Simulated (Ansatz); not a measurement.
Problem. Name a neutral molecule of B, C and H with HOMO–LUMO gap (ωB97M-V/def2-TZVPP) between 9.45 and 9.75 eV and HOMO energy (B3LYP/def2-TZVPP) between -7.60 and -7.30 eV (Ansatz, PBE0-D4/def2-TZVP geometry).

Solution. `Bc1ccccc1` (9.55 eV, -7.35 eV). Other molecules can fit too; these were computed, each in one conformer that needn't be the lowest.

B3LYP here is the variant with VWN-RPA as its local correlation; programs differ in this.
